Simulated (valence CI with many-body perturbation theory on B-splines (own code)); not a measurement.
**Which ion has this spectrum?**

A relativistic CI+MBPT calculation for an atom or ion with 15 electrons gives these levels (cm⁻¹):

| J | Parity | E | g |
| --- | --- | --- | --- |
| 3/2 | odd | 0 | 1.60 |
| 3/2 | odd | 123204 | 1.28 |
| 5/2 | odd | 162555 | 1.20 |
| 1/2 | odd | 216154 | 0.66 |
| 3/2 | odd | 334307 | 1.25 |
| 5/2 | even | 645068 | 1.55 |
| 3/2 | even | 720561 | 1.47 |
| 1/2 | even | 738040 | 2.50 |
| 3/2 | even | 800949 | 1.09 |
| 5/2 | even | 852617 | 1.23 |
| 3/2 | even | 854063 | 0.73 |
| 5/2 | even | 883590 | 1.16 |
| 3/2 | even | 902231 | 1.09 |
| 1/2 | even | 909846 | 0.93 |

The energies are calculated, with errors of perhaps 500 cm⁻¹, more in some levels.

**Question.** Which is it?
A. Zr25+
B. Rb22+
C. Nb26+
D. Y24+

**Answer.** A. Zr25+, ground level (3s^2 3p1/2^2 3p3/2) J=3/2.
